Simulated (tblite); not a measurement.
C₆H₁₀Si.
Cartesian coordinates in Å at the GFN2-xTB level; atoms count from 1:
```
atom  x, y, z in Å
C1     3.0146   -0.0299   -1.0110
C2     1.9263    0.1393   -0.5283
Si3    0.2466    0.4056    0.2132
C4     0.0968    2.1964    0.8251
C5    -1.1796   -0.3854   -0.7928
C6    -1.2544   -1.5627    0.2004
C7    -0.3442   -1.0365    1.3283
H8     3.9670   -0.1792   -1.4332
H9     0.2368    2.8935    0.0055
H10   -0.8744    2.3899    1.2694
H11    0.8553    2.4102    1.5711
H12   -2.0987    0.1973   -0.8046
H13   -0.9758   -0.6908   -1.8158
H14   -2.2679   -1.7850    0.5323
H15   -0.8377   -2.4664   -0.2415
H16   -0.9138   -0.7259    2.2022
H17    0.3962   -1.7584    1.6632
```

Level: GFN2-xTB in tblite, geometry and Hessian alike; calculated harmonic values, unscaled, isolated species. The method is semi-empirical: single wavenumbers can be off by several per cent or more. One conformer, not necessarily the lowest.

Harmonic wavenumbers (cm⁻¹): 56.8, 97.9, 105.8, 108.5, 155.2, 171.5, 272.7, 273.8, 459.9, 626.4, 662.7, 671.9, 677.4, 692.2, 724.9, 744.5, 820.4, 823.2, 849.4, 890.1, 989.0, 1002.8, 1052.9, 1168.1, 1187.7, 1210.1, 1224.7, 1289.0, 1368.4, 1472.4, 1475.2, 1479.8, 1486.1, 1501.2, 2201.8, 2980.5, 2997.7, 3003.4, 3008.3, 3016.6, 3022.4, 3045.1, 3050.1, 3051.5, 3352.1.

A = 2818, B = 1718, C = 1343 MHz; mass 110.055 u (most abundant isotopes); point group Cs, symmetry number 1.

Q: What is the zero-point energy?

A: Half the sum of the wavenumbers: 30261 cm⁻¹ = 362.00 kJ/mol.

Q: Give the ideal-gas entropy at 500 K and 1 bar in the rigid-rotor, harmonic-oscillator model (classical rotation).

A: Translation 178.23, rotation 124.83, vibration 189.24: S = 492.3 J/(mol K).

Q: And Cp and H(500 K) − H(0)?

A: Cp = 213.20 J/(mol K), of which vibrations give 179.94 (their classical limit is 45 R = 374.2); H(500 K) − H(0) = 64.36 kJ/mol without the zero-point energy, 47.73 from vibrations.

Q: What must be added to the electronic energy to get the Gibbs energy at 500 K and 1 bar?

A: ZPE + [H(500 K) − H(0)] − T·S = 362.00 + 64.36 − 246.15 = 180.21 kJ/mol.

Q: How do the functions run with temperature in this model?

A: 
| T (K) | S (J/(mol K)) | Cp (J/(mol K)) | H − H(0) (kJ/mol) | G − H(0) (kJ/mol) | ln q(vib) |
| --- | --- | --- | --- | --- | --- |
| 100 | 284.4 | 78.7 | 5.50 | -22.95 | 1.59 |
| 200 | 348.6 | 110.7 | 14.93 | -54.79 | 4.16 |
| 300 | 400.5 | 148.1 | 27.86 | -92.29 | 6.59 |
| 800 | 607.2 | 275.2 | 138.43 | -347.33 | 17.89 |
| 1000 | 671.8 | 303.1 | 196.39 | -475.36 | 21.95 |

q(vib) and H(0) count from the zero-point level.

Q: Which modes carry the vibrational entropy at 500 K?

A: 56.8 cm⁻¹: 23.38; 97.9 cm⁻¹: 18.88; 105.8 cm⁻¹: 18.23; 108.5 cm⁻¹: 18.03; 155.2 cm⁻¹: 15.09; 171.5 cm⁻¹: 14.27 J/(mol K); the other 39 give 81.36 together.

Q: Blend soft modes into free rotors: weight 1/[1 + (100 cm⁻¹/ν̃)⁴] for the oscillator and the rest for a rotor with moment μB/(μ + B), μ = h/(8π²ν), B = 10⁻⁴⁴ kg m². What vibrational entropy results?

A: 176.10 J/(mol K) in place of 189.24, which changes −T·S at 500 K by +6.57 kJ/mol.

Hindered rotation and anharmonicity are outside this model. Other conformers, if any are populated, would add a mixing term that is left out.
